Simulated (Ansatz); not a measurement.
Reaction (formal exchange of groups at the Sn–Cl bond): `[NH2][SnH]([OH])[Cl]` + `F[SiH3]` → `[NH2][SnH]([OH])[SiH2]F` + HCl

Computed with Ansatz on PBE0-D4/def2-TZVP structures; ΔE is electronic, products minus reactants. CBS: MP2 limit from def2 TZ/QZ plus the TZ coupled-cluster correction, frozen cores. This one scheme is used for every species. Functionals use def2-TZVPP. B3LYP here is the variant with VWN-RPA as its local correlation; programs differ in this. Elements past krypton have def2 core potentials. For Sn outer-core shells are correlated without core-valence functions, which leaves a few kJ/mol of doubt a bond. Each species was taken in one conformer, which may not be the lowest.

(1) Is it downhill or uphill in electronic energy at CCSD(T)/CBS, and by how much? (Best estimate.)

(2) What do these levels give: PBE-D4, r2SCAN-D4, PBE0-D4, B3LYP-D4, ωB97M-V, B2PLYP, B3LYP, MP2/def2-TZVPP, SCS-MP2/def2-TZVPP, CCSD(T)/def2-TZVPP, SCS-MP2/def2-QZVPP, HF/CBS(def2)? (An estimate is asked.)

Largest T1 diagnostic among the species: 0.013.

Results:

(1) Computed: Uphill: ΔE = +90.6 kJ/mol.

(2) Ansatz gave: PBE-D4 75.5, r2SCAN-D4 89.6, PBE0-D4 81.8, B3LYP-D4 87.6, ωB97M-V 91.1, B2PLYP 93.6, B3LYP 90.9, MP2/def2-TZVPP 94.2, SCS-MP2/def2-TZVPP 97.1, CCSD(T)/def2-TZVPP 88.7, SCS-MP2/def2-QZVPP 98.7, HF/CBS(def2) 116.7 kJ/mol.

From PBE to PBE0 (25 % exact exchange), in def2-TZVPP and without D4, ΔE moves by +6.3 kJ/mol. In def2-TZVPP, CCSD(T) changes the Hartree–Fock value by −26.4 kJ/mol (the triples alone add −1.5 kJ/mol) and MP2 by −21.0 kJ/mol.
